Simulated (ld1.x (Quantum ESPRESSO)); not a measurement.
Plane-wave convergence, RRKJ potential for scandium (Sc)

Sc, norm-conserving RRKJ (Kleinman–Bylander form), made with ld1.x (Quantum ESPRESSO) 7.5 (PBE, fully relativistic). Core [Ar], reference 3d1 4s2 4p0. Waves: 4p (bound, empty): rc 4.20 bohr; 3d (bound): rc 2.60 bohr; 4s (bound): rc 2.70 bohr. Local part: the s channel. Core correction: none. rho0 = 0.02.

Open shells are filled in proportion to 2j + 1 (rel_dist='average').

The pseudo-atom Hamiltonian at the reference potential is diagonalised in spherical Bessel functions j_l(qr) that vanish at 20 bohr, with q² up to the cutoff. All-electron valence levels (Ry): 4p1/2 -0.1089, 4p3/2 -0.1073, 3d3/2 -0.2391, 3d5/2 -0.2368, 4s -0.3074.

**Question.** How do the lowest levels (Ry) of each channel move with the cutoff, and are there ghosts?

**Answer.**

```tsv
cutoff (Ry)	p1/2 #1	p1/2 #2	p3/2 #1	p3/2 #2	d3/2 #1	d3/2 #2	d5/2 #1	s #1	s #2	f #1	f #2	Σ f·Δε (mRy)
8	-0.1089	0.0420	-0.1073	0.0424	0.0302	0.1041	0.0302	-0.3063	0.0009	0.1007	0.2156	270.2
10	-0.1089	0.0420	-0.1073	0.0424	0.0242	0.0939	0.0242	-0.3069	0.0008	0.1007	0.2156	263.1
15	-0.1089	0.0420	-0.1073	0.0424	-0.0955	0.0523	-0.0945	-0.3074	0.0007	0.1007	0.2156	142.9
18	-0.1089	0.0420	-0.1073	0.0424	-0.2061	0.0472	-0.2041	-0.3074	0.0007	0.1007	0.2156	32.9
21	-0.1089	0.0420	-0.1073	0.0424	-0.2315	0.0466	-0.2294	-0.3074	0.0007	0.1007	0.2156	7.6
25	-0.1089	0.0420	-0.1073	0.0424	-0.2380	0.0464	-0.2358	-0.3074	0.0007	0.1007	0.2156	1.1
35	-0.1089	0.0420	-0.1073	0.0424	-0.2389	0.0464	-0.2367	-0.3074	0.0007	0.1007	0.2156	0.1
40	-0.1089	0.0420	-0.1073	0.0424	-0.2390	0.0464	-0.2368	-0.3074	0.0007	0.1007	0.2156	0.0
400	-0.1089	0.0420	-0.1073	0.0424	-0.2391	0.0464	-0.2369	-0.3074	0.0007	0.1007	0.2156	0.0
```

Result: no extra level below or beside the all-electron valence levels (p1/2, p3/2, d3/2, d5/2, s, f tested); 10 mRy is reached at 21 Ry and 1 mRy at 30 Ry.

Its largest configuration-test error is +761 meV.
